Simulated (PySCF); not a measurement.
# Computed spin Hamiltonian

Compound: C₅H₇N₂ (doublet state).
Structure used (GFN2-xTB), in Å, numbered top down from 1:
```xyz
14
C5H7N2 angstrom
C     -0.533    2.480    0.486
N     -0.852    1.298    0.308
N     -0.046    0.218    0.278
C      1.319    0.360    0.487
C      2.218   -0.602    0.652
C     -0.666   -0.996    0.025
C     -1.979   -1.159   -0.083
H     -1.261    3.267    0.497
H      1.604    1.405    0.519
H      3.251   -0.345    0.800
H      1.985   -1.651    0.651
H      0.020   -1.818   -0.098
H     -2.662   -0.337    0.039
H     -2.398   -2.122   -0.302
```

The hyperfine couplings belong to this conformer and change with its torsions.

As a line formula: `[H]/[C]=N/N(C=C)C=C` [radical].

The calculation used UKS B3LYP, pcH-1 on C H N, non-relativistic, mean-field spin-orbit, GIAO (PySCF). Geometry: GFN2-xTB, one conformer, isolated molecule. A GFN2-xTB geometry isn't a minimum of the functional, and hyperfine couplings can be far from their values at a DFT geometry. The SCF solution wasn't tested for stability.

```
g1, g2, g3        : 1.99931, 2.00203, 2.00340
g_iso             : 2.00158
Form of g         : rhombic: the two nearest values differ by 34 % of g3 − g1
⟨S²⟩              : 0.7552 (exact 0.7500)
α and β electrons : 26, 25
```

Hyperfine couplings atom by atom, in 10⁻⁴ cm⁻¹; T1 to T3 are the principal values of the dipolar part; ρ(0) is the spin density at the nucleus (1 × 10⁻⁴ cm⁻¹ = 2.998 MHz):

```
atom  isotope  a_iso     T1     T2    T3  Mulliken spin population  ρ(0) (bohr⁻³)
  C1      13C   81.2  -21.4  -17.2  38.6                      0.76         0.2165
  N2      14N    8.9   -5.6   -4.3   9.9                      0.15         0.0823
  N3      14N    8.5   -1.2   -0.6   1.8                      0.01         0.0787
  C4      13C    0.1   -1.2   -0.9   2.0                      0.03         0.0002
  C5      13C   -1.1   -0.9    0.2   0.7                     -0.02        -0.0029
  C6      13C    0.9   -0.3   -0.1   0.4                      0.00         0.0023
  C7      13C    0.6   -0.7    0.1   0.6                     -0.01         0.0015
  H8       1H   54.5   -7.8   -3.4  11.2                      0.05         0.0365
  H9       1H   -1.0   -2.8   -1.3   4.1                      0.01        -0.0007
 H10       1H    3.1   -0.4   -0.3   0.7                      0.00         0.0021
 H11       1H    2.1   -0.3   -0.3   0.7                      0.00         0.0014
 H12       1H   -0.2   -0.5   -0.4   0.9                      0.00        -0.0002
 H13       1H    1.2   -1.2   -0.8   2.0                      0.00         0.0008
 H14       1H    0.7   -0.4   -0.2   0.5                      0.00         0.0005
```

Largest spin populations (Mulliken): C1 (+0.76) and N2 (+0.15).

Under fast tumbling the dipolar parts average out, and these isotropic splittings remain (the largest six): 1 × 1H (H8, I = 1/2, 2 lines) with 5.83 mT, 1 × 14N (N2, I = 1, 3 lines) with 0.95 mT, 1 × 14N (N3, I = 1, 3 lines) with 0.91 mT, 1 × 1H (H10, I = 1/2, 2 lines) with 0.33 mT, 1 × 1H (H11, I = 1/2, 2 lines) with 0.23 mT and 1 × 1H (H13, I = 1/2, 2 lines) with 0.13 mT.

C4 and C6, with what hangs on them, aren't averaged: N3 is flat or nearly so (angle sum 360°), and its turn about the short N3–N2 bond (1.35 Å) is taken as slow.

The 13C coupling of C1 (243.4 MHz) shows only in satellite lines or after enrichment, since that isotope makes up about 1.07 % of natural carbon.

Hardware: one thread of an Intel Xeon at 2.70 GHz (shared host). Cost: 73 s of wall time (with the writing of density and orbital grids), 0.88 GiB resident at most.
